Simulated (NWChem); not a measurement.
System: 1,1,1-trifluoroethane (C2H3F3); SMILES C(F)(F)(C)F

Here is an NWChem input.

```
start job
memory heap 200 mb stack 700 mb global 900 mb
geometry units angstroms noautoz
  C      0.000000     0.000000    -1.477291
  C      0.000000     0.000000     0.029437
  F     -0.887907    -0.889998     0.525909
  F     -0.326807     1.213949     0.525909
  F      1.214714    -0.323951     0.525909
  H      0.268358    -0.993676    -1.843313
  H      0.726369     0.729243    -1.843313
  H     -0.994728     0.264433    -1.843313
end
basis spherical
  * library def2-svp
end
dft
  xc b3lyp
  grid xcoarse
  iterations 150
  mulliken
end
task dft gradient
```

Excerpt of the output:

```
             Northwest Computational Chemistry Package (NWChem) 7.3.0
             --------------------------------------------------------

 C3  symmetry detected

                             Geometry "geometry" -> ""
                             -------------------------

 Output coordinates in angstroms (scale by  1.889725989 to convert to a.u.)

  No.       Tag          Charge          X              Y              Z
 ---- ---------------- ---------- -------------- -------------- --------------
    1 C                    6.0000     0.00000000     0.00000000    -1.47687386
    2 C                    6.0000     0.00000000     0.00000000     0.02985414
    3 F                    9.0000    -0.46599672    -1.16761378     0.52632614
    4 F                    9.0000    -0.77818483     0.98737189     0.52632614
    5 F                    9.0000     1.24418155     0.18024189     0.52632614
    6 H                    1.0000     0.63776404    -0.80787684    -1.84289586
    7 H                    1.0000     0.38075985     0.95625828    -1.84289586
    8 H                    1.0000    -1.01852389    -0.14838144    -1.84289586

 Effective nuclear repulsion energy (a.u.)     200.6084800132

      Symmetry information
      --------------------

 Group name             C3
 Group number              5
 Group order               3
 No. of unique centers     4

                                 NWChem DFT Module
                                 -----------------

 Summary of "ao basis" -> "ao basis" (spherical)
 ------------------------------------------------------------------------------
       Tag                 Description            Shells   Functions and Types
 ---------------- ------------------------------  ------  ---------------------
 C                          def2-svp                 6       14   3s2p1d
 F                          def2-svp                 6       14   3s2p1d
 H                          def2-svp                 3        5   2s1p

      Symmetry analysis of basis
      --------------------------

        a          31
        e+         27
        e-         27

  Rotation of axis

            General Information
            -------------------
          SCF calculation type: DFT
          Wavefunction type:  closed shell.
          No. of atoms     :     8
          No. of electrons :    42
           Alpha electrons :    21
            Beta electrons :    21
          Charge           :     0
          Spin multiplicity:     1
          Use of symmetry is: on ; symmetry adaption is: on
          Maximum number of iterations: 150
          AO basis - number of functions:    85
                     number of shells:    39
          Convergence on energy requested:  1.00D-06
          Convergence on density requested:  1.00D-05
          Convergence on gradient requested:  5.00D-04

              XC Information
              --------------
                         B3LYP Method XC Potential
                     Hartree-Fock (Exact) Exchange  0.200
                        Slater Exchange Functional  0.800 local
                    Becke 1988 Exchange Functional  0.720 non-local
              Lee-Yang-Parr Correlation Functional  0.810
                  VWN I RPA Correlation Functional  0.190 local

             Grid Information
             ----------------
          Grid used for XC integration:  xcoarse
          Radial quadrature: Mura-Knowles
          Angular quadrature: Lebedev.
          Tag              B.-S. Rad. Rad. Pts. Rad. Cut. Ang. Pts.
          ---              ---------- --------- --------- ---------
          C                   0.70       21           7.0       194
          F                   0.50       21           8.0       194
          H                   0.35       21           7.0       194
          Grid pruning is: on
          Number of quadrature shells:    84
          Spatial weights used:  Erf1

      Superposition of Atomic Density Guess
      -------------------------------------

 Sum of atomic energies:        -374.62499218

      Non-variational initial energy
      ------------------------------

 Total energy =    -376.419779
 1-e energy   =    -918.815322
 2-e energy   =     341.787063
 HOMO         =      -0.447507
 LUMO         =       0.133263

      Symmetry analysis of molecular orbitals - initial
      -------------------------------------------------

  Numbering of irreducible representations:

     1 a           2 e+          3 e-

  Orbital symmetries:

     1 a           2 e+          3 e+          4 a           5 a
     6 a           7 e+          8 e+          9 a          10 a
    11 e+         12 e+         13 a          14 e+         15 e+
    16 e+         17 e+         18 a          19 e+         20 e+
    21 a          22 a          23 e+         24 e+         25 a
    26 e+         27 e+         28 a          29 a          30 e+
    31 e+

     ---------------------------------------------
      Total Density - Mulliken Population Analysis
     ---------------------------------------------

    Atom       Charge   Shell Charges
 -----------   ------   -------------------------------------------------------
    1 C    6     6.34   1.99  0.96  0.19  2.12  1.06  0.02
    2 C    6     4.71   1.99  0.82  0.14  1.22  0.40  0.14
    3 F    9     9.43   1.99  1.14  0.77  3.46  2.06  0.00
    4 F    9     9.43   1.99  1.14  0.77  3.46  2.06  0.00
    5 F    9     9.43   1.99  1.14  0.77  3.46  2.06  0.00
    6 H    1     0.89   0.67  0.20  0.03
    7 H    1     0.89   0.67  0.20  0.03
    8 H    1     0.89   0.67  0.20  0.03

   convergence    iter        energy       DeltaE   RMS-Dens  Diis-err
 ---------------- ----- ----------------- --------- --------- ---------
 d= 0,ls=0.0,diis     1   -377.1094223514 -5.78D+02  1.93D-02  1.50D+00
 d= 0,ls=0.0,diis     2   -377.0014459315  1.08D-01  1.02D-02  3.14D+00
 d= 0,ls=0.0,diis     3   -377.2691196379 -2.68D-01  1.21D-03  2.52D-02
 d= 0,ls=0.0,diis     4   -377.2706109514 -1.49D-03  4.93D-04  4.76D-03
 d= 0,ls=0.0,diis     5   -377.2710067267 -3.96D-04  8.05D-05  7.34D-05
  Resetting Diis
 d= 0,ls=0.0,diis     6   -377.2710159368 -9.21D-06  1.96D-05  4.59D-06
 d= 0,ls=0.0,diis     7   -377.2710164949 -5.58D-07  6.28D-06  1.65D-07

         Total DFT energy =     -377.271016494877
      One electron energy =     -920.499091238751
           Coulomb energy =      385.981118205446
    Exchange-Corr. energy =      -43.361523474776
 Nuclear repulsion energy =      200.608480013204

 Numeric. integr. density =       41.997120209109

                  Occupations of the irreducible representations
                  ----------------------------------------------

                     irrep           alpha         beta
                     --------     --------     --------
                     a                 9.0          9.0
                     e+               12.0         12.0
                     e-                0.0          0.0

                       DFT Final Molecular Orbital Analysis
                       ------------------------------------

 Vector   19  Occ=2.000000D+00  E=-4.082712D-01  Symmetry=e+
              MO Center= -1.6D-01,  9.4D-03, -3.5D-01, r^2= 2.8D+00
   Bfn.  Coefficient  Atom+Function         Bfn.  Coefficient  Atom+Function
  ----- ------------  ---------------      ----- ------------  ---------------
    48      0.326255  4 F  pz                34     -0.290113  3 F  pz
     5     -0.285051  1 C  py                71      0.230104  6 H  s
    51     -0.218761  4 F  pz                76     -0.204835  7 H  s
    33     -0.196788  3 F  py                47     -0.195682  4 F  py
    37      0.194528  3 F  pz                61     -0.172893  5 F  py

 Vector   20  Occ=2.000000D+00  E=-4.045243D-01  Symmetry=a
              MO Center=  1.4D-14,  6.4D-15,  5.2D-01, r^2= 2.0D+00
   Bfn.  Coefficient  Atom+Function         Bfn.  Coefficient  Atom+Function
  ----- ------------  ---------------      ----- ------------  ---------------
    61      0.405644  5 F  py                32      0.380683  3 F  px
    46     -0.321914  4 F  px                64     -0.272388  5 F  py
    35     -0.255624  3 F  px                47     -0.253717  4 F  py
    49      0.216165  4 F  px                50      0.170366  4 F  py
    33     -0.151927  3 F  py                36      0.102021  3 F  py

 Vector   21  Occ=2.000000D+00  E=-3.846215D-01  Symmetry=a
              MO Center= -3.2D-15,  2.3D-14, -1.9D-01, r^2= 2.3D+00
   Bfn.  Coefficient  Atom+Function         Bfn.  Coefficient  Atom+Function
  ----- ------------  ---------------      ----- ------------  ---------------
     6      0.346867  1 C  pz                34     -0.307123  3 F  pz
    48     -0.307123  4 F  pz                62     -0.307123  5 F  pz
    20     -0.283567  2 C  pz                 3      0.211271  1 C  s
    37      0.206418  3 F  pz                51      0.206418  4 F  pz
    65      0.206418  5 F  pz                 9      0.179068  1 C  pz

[...]

                         DFT ENERGY GRADIENTS

    atom               coordinates                        gradient
                 x          y          z           x          y          z
   1 C       0.000000   0.000000  -2.790887    0.000000   0.000000  -0.003524
   2 C       0.000000   0.000000   0.056416   -0.000000   0.000000  -0.003077
   3 F      -0.880606  -2.206470   0.994612   -0.001412  -0.003753   0.000977
   4 F      -1.470556   1.865862   0.994612   -0.002544   0.003099   0.000977
   5 F       2.351162   0.340608   0.994612    0.003956   0.000654   0.000977
   6 H       1.205199  -1.526666  -3.482568   -0.002712   0.003467   0.001223
   7 H       0.719532   1.807066  -3.482568   -0.001646  -0.004082   0.001223
   8 H      -1.924731  -0.280400  -3.482568    0.004358   0.000616   0.001223
```

Level: B3LYP/def2-SVP. The geometry was optimised at B3LYP/6-31G* (spherical d).
